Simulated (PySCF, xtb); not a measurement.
4-thiophen-2-ylbenzaldehyde (C11H8OS), SMILES O=Cc1ccc(-c2cccs2)cc1.

xtb with GFN2-xTB at its own geometry gives an orbital gap of 2.50 eV and a dipole moment of 4.95 D.

Coordinates come from a B3LYP-D3(BJ)/def2-SVP optimisation. One conformer was computed; it need not be the lowest.

Task: What does PBE/def2-SVP in PySCF give? (Estimate from the structure and the level; the computed values follow.)

Result: gap 2.74 eV (levels -5.62 and -2.88 eV), dipole 4.20 D.
